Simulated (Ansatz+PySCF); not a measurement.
## singlet BeO: levels of theory in one basis

```xyz
2

Be    0.0000    0.0000   -1.7400
O     0.0000    0.0000    0.8700
```

Basis set: STO-3G (spherical functions). Left uncorrelated: 1 orbital. Charge 0, multiplicity 1.

Computed with Ansatz (development build ahead of 0.2.0); each method stands on the lowest determinant of its kind that the runs found.

```tsv
method	E − E(RHF) (eV)	<S²> of the determinant
RHF	0.00	0.00
UHF	-2.67	1.28
RHF-MP2	-1.05	–
UHF-MP2	-3.13	1.28
RHF-CCSD	-2.83	–
UHF-CCSD	-5.02	1.28
RHF-CCSD(T)	-2.85	–
UHF-CCSD(T)	-5.06	1.28
full CI (lowest root of this spin)	-3.13	–
```

Unrestricted totals that lie under full CI have fallen onto a higher spin multiplicity. At such a shape the full CI root can have another spatial symmetry than the determinants, so the rows needn't describe one state.

Q: Is a single determinant a sound starting point here?

A: It is doubtful. Unrestricted orbitals lower Hartree–Fock by 2.67 eV and <S²> is 1.28 where a pure state has 0.00, a sign of strong static correlation.

Caution: another spin multiplicity may lie lower. Caution for RHF, RHF-MP2, RHF-CCSD, RHF-CCSD(T): an unrestricted determinant lies well below. Caution for UHF, UHF-MP2, UHF-CCSD, UHF-CCSD(T): the unrestricted determinant is a mixture of spin states. Caution for RHF-MP2, UHF-MP2, RHF-CCSD, RHF-CCSD(T): large amplitudes, a single reference is doubtful. Caution for RHF-MP2, RHF-CCSD, RHF-CCSD(T): the program doubts this total. Caution for UHF-MP2, UHF-CCSD, UHF-CCSD(T): a plain start can end on a higher determinant. Caution for RHF-CCSD, RHF-CCSD(T): the program finds a lower state of this spin. Caution for UHF-CCSD, UHF-CCSD(T): very large amplitudes, the method is breaking down; the amplitudes may be one of several solutions.
